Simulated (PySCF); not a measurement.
aminoborane (BH4N), SMILES BN.

Coordinates come from a B3LYP-D3(BJ)/def2-TZVP optimisation.

Calculation: TDA-PBE/def2-TZVPD (PySCF 2.14.0).

Vertical excitations.  State labels are in the subgroup C2v.

Computed excitation energies, oscillator strengths and character:
```json
[
 {"state": "S1", "symmetry": "A2", "energy (eV)": "6.91", "λ (nm)": "179", "f": "0.000", "main pairs": "HOMO−1→LUMO 100 %"},
 {"state": "S2", "symmetry": "B1", "energy (eV)": "7.04", "λ (nm)": "176", "f": "0.056", "main pairs": "HOMO→LUMO+1 100 %"},
 {"state": "S3", "symmetry": "B2", "energy (eV)": "7.15", "λ (nm)": "173", "f": "0.004", "main pairs": "HOMO−1→LUMO+1 100 %"},
 {"state": "S4", "symmetry": "A1", "energy (eV)": "8.04", "λ (nm)": "154", "f": "0.254", "main pairs": "HOMO→LUMO 87 %"},
 {"state": "S5", "symmetry": "B1", "energy (eV)": "8.18", "λ (nm)": "152", "f": "0.002", "main pairs": "HOMO→LUMO+2 99 %"},
 {"state": "S6", "symmetry": "A2", "energy (eV)": "8.36", "λ (nm)": "148", "f": "0.000", "main pairs": "HOMO→LUMO+3 100 %"},
 {"state": "S7", "symmetry": "B2", "energy (eV)": "8.37", "λ (nm)": "148", "f": "0.066", "main pairs": "HOMO−1→LUMO+2 100 %"},
 {"state": "S8", "symmetry": "A1", "energy (eV)": "8.61", "λ (nm)": "144", "f": "0.020", "main pairs": "HOMO−1→LUMO+3 97 %"},
 {"state": "S9", "symmetry": "B1", "energy (eV)": "9.03", "λ (nm)": "137", "f": "0.027", "main pairs": "HOMO−2→LUMO 91 %"},
 {"state": "S10", "symmetry": "A1", "energy (eV)": "9.20", "λ (nm)": "135", "f": "0.072", "main pairs": "HOMO−2→LUMO+1 94 %"},
 {"state": "T1", "symmetry": "A1", "energy (eV)": "5.75", "λ (nm)": "215", "f": "0", "main pairs": "HOMO→LUMO 99 %"},
 {"state": "T2", "symmetry": "A2", "energy (eV)": "6.23", "λ (nm)": "199", "f": "0", "main pairs": "HOMO−1→LUMO 99 %"},
 {"state": "T3", "symmetry": "B1", "energy (eV)": "6.77", "λ (nm)": "183", "f": "0", "main pairs": "HOMO→LUMO+1 100 %"},
 {"state": "T4", "symmetry": "B2", "energy (eV)": "7.04", "λ (nm)": "176", "f": "0", "main pairs": "HOMO−1→LUMO+1 100 %"}
]
```
Triplets are in the Tamm–Dancoff approximation.
